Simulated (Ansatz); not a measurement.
Reaction (formal exchange of groups at a C–Se bond): `C[Se]CO` + `[CH3][SnH3]` → `OC[CH2][SnH3]` + `C[SeH]`

Isolated molecules relaxed with PBE0-D4/def2-TZVP in Ansatz; ΔE leaves out vibrations. CCSD(T)/CBS is the MP2 limit (def2-TZVPP, def2-QZVPP) plus CCSD(T) − MP2 in def2-TZVPP, frozen cores. DFT in def2-TZVPP. Elements past krypton have def2 core potentials. For Se, Sn outer-core shells are correlated without core-valence functions, which leaves a few kJ/mol of doubt a bond. Scalar relativity is left out up to krypton. Each species was taken in one conformer, which may not be the lowest.

`C[Se]CO`:

Cartesian coordinates in Å:
```
C -0.592 1.500 -0.190
Se -0.917 0.014 1.018
C 0.626 -1.057 0.472
O 0.583 -1.485 -0.855
H 0.272 2.075 0.141
H -0.434 1.116 -1.196
H -1.479 2.131 -0.174
H 0.660 -1.883 1.190
H 1.525 -0.451 0.584
H -0.244 -1.958 -0.990
```

`[CH3][SnH3]`:

```xyz
8

C     0.569   -0.812    0.583
Sn   -0.489    0.698   -0.501
H     1.643   -0.685    0.447
H     0.281   -1.800    0.223
H     0.336   -0.740    1.645
H    -0.034    2.249    0.056
H    -0.131    0.584   -2.169
H    -2.174    0.506   -0.284
```

`OC[CH2][SnH3]`:

Cartesian coordinates in Å:
```
O 1.856 -0.414 1.522
C 1.067 -0.437 0.345
C -0.200 0.337 0.610
Sn -1.515 0.395 -1.087
H 2.665 -0.905 1.358
H 0.826 -1.472 0.064
H 1.616 0.013 -0.495
H 0.040 1.366 0.887
H -0.745 -0.111 1.444
H -1.972 -1.192 -1.529
H -2.914 1.295 -0.703
H -0.724 1.126 -2.416
```

`C[SeH]`:

Cartesian coordinates in Å:
```
C 0.100 0.025 -0.536
Se 0.483 -0.459 1.312
H -0.815 -0.454 -0.876
H 0.940 -0.345 -1.123
H 0.036 1.106 -0.643
H -0.745 0.127 1.865
```

CCSD(T)/CBS gives +12.5 kJ/mol.

Question: Another level gave +20.4 kJ/mol. Which?
A. PBE-D4/def2-TZVPP
B. CCSD/def2-TZVPP
C. HF/def2-TZVPP
D. B2PLYP/def2-TZVPP

Answer: A. PBE-D4 20.4, B2PLYP 15.7, CCSD/def2-TZVPP 10.2, HF/def2-TZVPP 6.0 kJ/mol.

Largest T1 diagnostic among the species: 0.012.

From PBE to PBE0 (25 % exact exchange), in def2-TZVPP and without D4, ΔE moves by −4.8 kJ/mol. In def2-TZVPP, CCSD(T) changes the Hartree–Fock value by +6.7 kJ/mol (the triples alone add +2.4 kJ/mol) and MP2 by +9.6 kJ/mol.
